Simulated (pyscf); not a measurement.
# `[CH2]=[CH][ZnH]`, singlet

Gas-phase minimum from PySCF at ωB97X-D3(BJ)/def2-SVP, one conformer. 

```
C
C 1 1.3417
H 2 1.0986 1 122.67
H 2 1.0994 3 114.80 1 180.00
H 1 1.1011 2 115.54 3 179.99
Zn 1 1.9360 5 121.05 2 179.99
H 6 1.5443 5 160.19 1 179.98
```

Properties at ωB97X-D3(BJ)/def2-SVP:

| Property | Result |
|---|---|
| Harmonic wavenumbers, unscaled | 197, 367, 472, 524, 571, 1000, 1008, 1072, 1282, 1436, 1688, 1882, 3118, 3141, 3205 cm⁻¹ |
| Zero-point energy | 30.0 kcal/mol |
| Rotational symmetry number | 1 |
| Entropy of this conformer at 298 K and 1 atm, rigid rotor and harmonic oscillator, modes under 100 cm⁻¹ raised to 100 | 286.4 J/(mol K) |
| Dipole moment | 0.22 D |

Single-point totals, which compare only within one level (frozen core for MP2 and CC):

```csv
level,total energy (hartree)
ωB97X-D3(BJ)/def2-TZVP,-1857.99540
PBE/def2-TZVP,-1857.61125
r²SCAN/def2-TZVP,-1857.92337
B3LYP-D3(BJ)/def2-TZVP,-1858.05587
PBE0-D3(BJ)/def2-TZVP,-1857.64147
M06-2X/def2-TZVP,-1857.91850
ωB97M-D3(BJ)/def2-TZVP,-1858.04207
HF/def2-TZVPP,-1855.84028
MP2/def2-TZVPP,-1857.01471
CCSD/def2-TZVPP,-1856.95393
CCSD(T)/def2-TZVPP,-1856.98833
```

Soft torsions are taken as harmonic, which can shift the entropy by several J/(mol K). The CCSD(T) − MP2 part came from Ansatz, without density fitting, on the same reference. The frozen core leaves the outer d or s,p core shells of the metals and heavy elements correlated in the MP2 and CC values, and def2-TZVPP describes them poorly, so these totals are far from the basis limit. Elements up to Kr have no core potential and no relativistic terms here.
